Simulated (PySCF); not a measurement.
Vertical excitation energies

Species: C₆H₁₁N.
SMILES: `C1C[C@H]2N[C@@H]1CC2`

Method: TDDFT B3LYP/def2-SVPD, vertical, gas phase, core orbitals frozen in the response in PySCF. Isolated species at its PBE0-D3(BJ)/def2-SVP geometry, gas phase.

```json
{"state": "S1", "E (eV)": "5.89", "ν̃ (cm⁻¹)": "47470", "f": "0.020", "|μ| (D)": "0.95", "symmetry": "A′", "main configurations (H = HOMO, L = LUMO)": "H→L (97%)"}
{"state": "S2", "E (eV)": "6.86", "ν̃ (cm⁻¹)": "55330", "f": "0.0005", "|μ| (D)": "0.14", "symmetry": "–", "main configurations (H = HOMO, L = LUMO)": "H→L+1 (98%)"}
{"state": "S3", "E (eV)": "6.88", "ν̃ (cm⁻¹)": "55520", "f": "0.0044", "|μ| (D)": "0.41", "symmetry": "A′", "main configurations (H = HOMO, L = LUMO)": "H→L+2 (96%)"}
{"state": "S4", "E (eV)": "7.05", "ν̃ (cm⁻¹)": "56850", "f": "0.0007", "|μ| (D)": "0.16", "symmetry": "–", "main configurations (H = HOMO, L = LUMO)": "H→L+3 (89%), H→L+4 (9%)"}
{"state": "S5", "E (eV)": "7.35", "ν̃ (cm⁻¹)": "59310", "f": "0.013", "|μ| (D)": "0.68", "symmetry": "A′", "main configurations (H = HOMO, L = LUMO)": "H→L+4 (87%), H→L+3 (9%)"}
{"state": "S6", "E (eV)": "7.49", "ν̃ (cm⁻¹)": "60420", "f": "0.0004", "|μ| (D)": "0.12", "symmetry": "–", "main configurations (H = HOMO, L = LUMO)": "H-1→L (99%)"}
{"state": "S7", "E (eV)": "7.60", "ν̃ (cm⁻¹)": "61340", "f": "0.0022", "|μ| (D)": "0.28", "symmetry": "A″", "main configurations (H = HOMO, L = LUMO)": "H→L+5 (98%)"}
{"state": "S8", "E (eV)": "7.63", "ν̃ (cm⁻¹)": "61570", "f": "0.014", "|μ| (D)": "0.70", "symmetry": "A′", "main configurations (H = HOMO, L = LUMO)": "H→L+6 (98%)"}
{"state": "S9", "E (eV)": "7.73", "ν̃ (cm⁻¹)": "62310", "f": "0.0025", "|μ| (D)": "0.29", "symmetry": "A″", "main configurations (H = HOMO, L = LUMO)": "H→L+7 (96%)"}
{"state": "S10", "E (eV)": "8.16", "ν̃ (cm⁻¹)": "65780", "f": "0.058", "|μ| (D)": "1.36", "symmetry": "A′", "main configurations (H = HOMO, L = LUMO)": "H→L+8 (96%)"}
```

Triplets, Tamm–Dancoff:

```tsv
state	E (eV)	λ (nm)	main configurations (H = HOMO, L = LUMO)
T1	5.74	216.1	H→L (93%)
T2	6.82	181.9	H→L+2 (88%)
T3	6.82	181.7	H→L+1 (97%)
T4	6.92	179.1	H→L+3 (88%), H→L+4 (8%)
```

The lowest singlet comes at 211 nm (568 kJ/mol) in the ultraviolet; it is weak; its leading configuration is HOMO→LUMO (97%). The strongest level in the table is S10 at 8.16 eV (152 nm, f = 0.058). It is the last of those listed, so stronger ones may follow. Löwdin shares by element: HOMO nitrogen 62%, carbon 19% or more (atoms not listed hold the other 19%); LUMO carbon 20% or more, hydrogen 17% or more (atoms not listed hold the other 64%). The listed states span 2.27 eV, and the widest gap between neighbours is 0.97 eV (S1 to S2). Of the 10 states listed, 4 reach f = 0.01 and 2 stay under 0.0005. Weighted by f, the mean energy of these states is 7.52 eV. The vertical ionisation energy (ΔSCF) is 8.89 eV, 0.73 eV above S10. Symmetry labels in Cs follow from the direction of the transition dipole and are given only for states with f of 0.002 or more. The window holds the lowest 10 singlets.
